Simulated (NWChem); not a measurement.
Molecule: CH5NOSi2; SMILES [SiH3]C1=N[SiH2]O1

```xyz
10

Si     0.0187     2.1380    -0.0017
C      0.1182     0.2268     0.0468
N      1.0840    -0.5212     0.5036
Si     0.0125    -1.8673    -0.0014
O     -0.9766    -0.4800    -0.4698
H     -1.1854     2.5722     0.7842
H      1.2731     2.7035     0.5902
H     -0.1392     2.5704    -1.4314
H      0.4390    -2.7061    -1.1675
H     -0.6178    -2.7043     1.0697
```
Atoms are numbered in this order, from 1.

Program: NWChem. Pople sets run with spherical d functions. The geometry was optimised at PBE-D3(BJ)/def2-SVP. Level: PBE0/6-31+G*; rows give the wavelength of the field.

```csv
field,isotropic polarisability (bohr³),anisotropy (bohr³)
static,(withheld),(withheld)
1065 nm,69.3,32.4
589 nm,71.1,34.1
```

Question: Complete the blanks.

Answer: 
- static, isotropic polarisability (bohr³): 68.5
- static, anisotropy (bohr³): 31.7
